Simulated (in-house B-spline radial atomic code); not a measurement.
Configurations of Se⁴⁺, with energies counted from [Ar] 3d10 4s2. Computed with a B-spline radial code for spherical atoms: non-relativistic B97-1, spin-polarised, spherical fractional occupations, exact exchange averaged over the configuration, point nucleus. Shells without spins written out take the highest spin.

Occupations are held fixed; configurations that lie above the ionisation limit could autoionise.

| configuration | E - E(ref) (eV) | highest orbital | its <r> (bohr) |
| --- | --- | --- | --- |
| [Ar] 3d10 4s1 4p1 | 11.586 | 4p up | 1.787 |
| [Ar] 3d10 4s1 5f1 | 52.34 | 5f up | 5.832 |
| [Ar] 3d9 4s2 4p1 | 61.774 | 4p up | 1.724 |
| [Ar] 3d9 4s2 4f1 | 97.186 | 4f up | 3.226 |
| [Ar] 3d9 4s2 5f1 | 104.82 | 5f up | 5.701 |
| [Ne] 3s2 3p5 3d10 4s2 5p1 | 191.5 | 5p up | 3.573 |

Q: Order these further configurations by energy, lowest first.
A. [Ar] 3d9 4s2 5s1
B. [Ar] 3d10 4s1 5s1
C. [Ar] 3d10 4s1 5p1
D. [Ne] 3s2 3p5 3d10 4s2 4d1
E. [Ar] 3d9 4s2 4d1

A: B (35.104 eV), C (39.585 eV), E (82.184 eV), A (87.205 eV), D (181.92 eV).

Q: How far above the reference does [Ar] 3d10 4s1 5d1 lie?

A: 46.406 eV; its least bound orbital is 5d up with <r> = 4.508 bohr.
